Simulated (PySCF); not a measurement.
methyl(prop-1-en-2-yl)silane (C4H10Si), SMILES [SiH2](C)C(C)=C.

The structure is a stationary point at PBE0-D3(BJ)/def2-SVP. The values are those of a single conformer.

Calculation: PBE0-D3(BJ)/def2-SVP run with PySCF.

Frequencies are harmonic and unscaled.

Computed vibrational spectrum:
| mode | ν (cm⁻¹) | IR (km/mol) | moving atoms (share of kinetic energy) |
|---|---|---|---|
| 1 | 55 | 0.2 | C 52 %, H 38 %, Si 11 % |
| 2 | 147 | 0.1 | H 45 %, C 44 %, Si 11 % |
| 3 | 160 | 0.1 | H 84 %, C 14 % |
| 4 | 172 | 0.4 | H 93 % |
| 5 | 255 | 0.2 | C 49 %, H 41 %, Si 11 % |
| 6 | 361 | 2.4 | C 44 %, H 34 %, Si 22 % |
| 7 | 404 | 8.5 | C 58 %, H 36 % |
| 8 | 497 | 11.4 | H 86 %, Si 9 % |
| 9 | 612 | 3.2 | C 55 %, H 28 %, Si 17 % |
| 10 | 668 | 14.5 | H 92 % |
| 11 | 695 | 3.7 | H 58 %, C 29 %, Si 13 % |
| 12 | 716 | 26.7 | H 60 %, C 21 %, Si 19 % |
| 13 | 767 | 45.3 | H 73 %, C 15 %, Si 12 % |
| 14 | 882 | 34.6 | H 79 %, C 17 % |
| 15 | 902 | 238.7 | H 79 %, Si 12 %, C 9 % |
| 16 | 941 | 84.2 | H 94 % |
| 17 | 960 | 37.2 | H 74 %, C 26 % |
| 18 | 967 | 6.9 | C 51 %, H 49 % |
| 19 | 1004 | 1.9 | H 75 %, C 25 % |
| 20 | 1050 | 0.2 | H 66 %, C 34 % |
| 21 | 1237 | 4.2 | C 65 %, H 34 % |
| 22 | 1260 | 21.9 | H 78 %, C 21 % |
| 23 | 1382 | 3.7 | H 78 %, C 22 % |
| 24 | 1419 | 1.2 | H 84 %, C 16 % |
| 25 | 1430 | 8.4 | H 96 % |
| 26 | 1432 | 2.7 | H 96 % |
| 27 | 1449 | 9.7 | H 97 % |
| 28 | 1461 | 14.3 | H 95 % |
| 29 | 1704 | 1.7 | C 90 %, H 10 % |
| 30 | 2200 | 130.1 | H 97 % |
| 31 | 2221 | 113.2 | H 97 % |
| 32 | 3037 | 20.3 | H 97 % |
| 33 | 3058 | 2.8 | H 97 % |
| 34 | 3117 | 9.8 | H 91 %, C 9 % |
| 35 | 3130 | 16.2 | H 94 % |
| 36 | 3141 | 14.0 | H 90 %, C 10 % |
| 37 | 3164 | 3.2 | H 91 %, C 9 % |
| 38 | 3167 | 2.4 | H 91 %, C 9 % |
| 39 | 3233 | 7.3 | H 90 %, C 10 % |
